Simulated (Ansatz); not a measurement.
Molecule: tribromo(chloro)silane, sum formula SiBr3Cl (charge 0, singlet). 
Geometry from a B3LYP-D3(BJ)/def2-TZVP (Ansatz, a quantum-chemistry and plane-wave program) optimisation:
```xyz
5

Cl    -0.2971    -1.3066     1.9245
Si    -0.0388    -0.1708     0.2515
Br    -1.6666    -0.5981    -1.1758
Br     1.9057    -0.6630    -0.6683
Br    -0.0792     1.9641     0.8088
```
Charge 0, spin multiplicity 1.

Property: vertical triplet-singlet gap (E(triplet) - E(singlet); each state is the SCF solution reached for its spin; the molecule has degenerate orbitals, so one determinant may break the symmetry), in kcal/mol. Cores are frozen in the correlated levels unless marked. UHF or UKS for open shells. No spin-orbit coupling. The frozen core is the preceding noble-gas configuration, with the filled d and f shells of earlier blocks. No relativistic terms. CBS(X,Y): correlation extrapolated as X^-3; Hartree-Fock from the larger set. [CCSD(T)-MP2]/basis is that difference in the basis named. The program attaches cautions to a run behind CCSD/def2-SVPD: other roots.

| level | program | vertical triplet-singlet gap (kcal/mol) |
|---|---|---|
| r2SCAN/def2-TZVPD | Ansatz | [?] |
| PBE0/def2-TZVPD | Ansatz | 126.5 |
| CAM-B3LYP/def2-TZVPD | Ansatz | 134.8 |
| wB97X-V/def2-TZVPD | Ansatz | [?] |
| SCS-MP2/def2-TZVPPD | Ansatz | 150.6 |
| CCSD/def2-SVPD | Ansatz | [?] |
| RI-MP2/CBS(def2-TZVPPD,def2-QZVPPD)+[CCSD(T)-MP2]/def2-TZVPPD | Ansatz | 143.7 |

Task: Fill in the missing entries.

Result: 
- r2SCAN/def2-TZVPD, vertical triplet-singlet gap (kcal/mol): 122.2
- wB97X-V/def2-TZVPD, vertical triplet-singlet gap (kcal/mol): 144.1
- CCSD/def2-SVPD, vertical triplet-singlet gap (kcal/mol): 143.6
